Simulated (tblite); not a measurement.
Run record: tight-binding relaxation, `C#Cc1ncc(Cl)[se]1`.

Computed with GFN2-xTB geometry optimisation, gas phase (tblite 0.8.0). Start geometry: from a force field or distance geometry. A driver script takes a list of jobs; this job's settings line and coordinates (Å) are shown.

Command:
```bash
OMP_NUM_THREADS=1 python probes_run.py task.json out
```

Input:
```
{"job": {"kind": "relax", "xc": "GFN2-xTB", "basis": "xTB"}, "charge": 0, "multiplicity": 1}
C     -3.287500     0.006600     0.351600
C     -2.082800    -0.110100     0.312600
C     -0.609700    -0.241800     0.293800
N      0.199900     0.745600     0.202800
C      1.469300     0.734800     0.184900
C      2.150400    -0.454800     0.226100
Cl     3.875400    -0.767300     0.197400
Se     0.561800    -1.689400     0.348400
H     -4.345100     0.096700     0.378600
H      2.077200     1.684300     0.110000
```

Output:
```
step      E/eV     max force
  0    -605.08359    5.195
  1    -605.54755    1.682
  2    -605.73745    2.481
  3    -605.93612    3.552
  4    -606.07068    0.955
  5    -606.13214    1.113
  6    -606.18122    0.787
  7    -606.21675    0.612
  8    -606.23960    0.422
  9    -606.24981    0.344
... (13 lines left out)
 23    -606.28806    0.195
 24    -606.29166    0.163
 25    -606.29337    0.142
 26    -606.29434    0.124
 27    -606.29516    0.096
 28    -606.29570    0.072
 29    -606.29605    0.043
 30    -606.29621    0.039
 31    -606.29623    0.015
 32    -606.29624    0.006
```

«max force» is the largest atomic force in eV/Å.

From which step on does the largest force stay under 0.1 eV/Å, and how much energy is left to gain from there?

From step 27 (0.096 eV/Å), 1.1 meV above the end.

Main results: energy lowered by 28.0 kcal/mol over 32 steps; largest atomic force 0.006 eV/Å at the end.

Where do the atoms end?

0.227 Å rms from the input after alignment:
```
atom  x, y, z in Å
C1    -3.1354   -0.1281    0.3538
C2    -1.9343   -0.0673    0.3182
C3    -0.5388   -0.0344    0.2776
N4     0.1772    1.0277    0.1959
C5     1.5028    0.8253    0.1711
C6     1.9275   -0.4718    0.2352
Cl7    3.5495   -0.9906    0.2234
Se8    0.4886   -1.6724    0.3440
H9    -4.1837   -0.1614    0.3837
H10    2.1554    1.6777    0.1033
```

The run took 0.19 s wall on one thread, Arm Neoverse V2 (aarch64), on a shared host.
Labels such as C1 count atoms from 1, the log's own numbers from 0.
